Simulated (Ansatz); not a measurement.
One change: `[SiH3]/N=C\S` becomes `[SiH3]/N=C/Cl`.

Ansatz, PBE0-D4/def2-TZVP geometries, multiplicity 1. Each molecule was computed in one conformer, which needn't be the lowest.

```json
{"property": "HOMO energy (ωB97M-V/def2-TZVPP) / eV", "`[SiH3]/N=C\\S`": "-9.51"}
{"property": "HOMO–LUMO gap (PBE/def2-TZVPP) / eV", "`[SiH3]/N=C\\S`": "3.97"}
{"property": "size of the dipole moment (PBE/def2-TZVPP) / D", "`[SiH3]/N=C\\S`": "0.74"}
{"property": "LUMO energy (PBE0/def2-TZVPP) / eV", "`[SiH3]/N=C\\S`": "-1.00"}
{"property": "LUMO energy (PBE/def2-TZVPP) / eV", "`[SiH3]/N=C\\S`": "-1.99"}
{"property": "size of the dipole moment (ωB97M-V/def2-TZVPP) / D", "`[SiH3]/N=C\\S`": "0.85"}
```

**Question.** What does the change do to each property? (Best estimate.)

**Answer.** Computed: 
```csv
property,`[SiH3]/N=C/Cl`,shift
HOMO energy (ωB97M-V/def2-TZVPP) / eV,-10.26,-0.75
HOMO–LUMO gap (PBE/def2-TZVPP) / eV,4.39,0.42
size of the dipole moment (PBE/def2-TZVPP) / D,1.70,0.96
LUMO energy (PBE0/def2-TZVPP) / eV,-1.17,-0.17
LUMO energy (PBE/def2-TZVPP) / eV,-2.22,-0.23
size of the dipole moment (ωB97M-V/def2-TZVPP) / D,1.85,1.00
```

With PBE0 the HOMO falls by 0.71 eV and the LUMO falls by 0.17 eV, so the gap widens by about 0.54 eV. PBE moves the HOMO by -0.64 eV and ωB97M-V by -0.75 eV. The zero-point energy changes by -23.7 kJ/mol with -3 modes. Dipoles are sizes alone; their direction can turn.
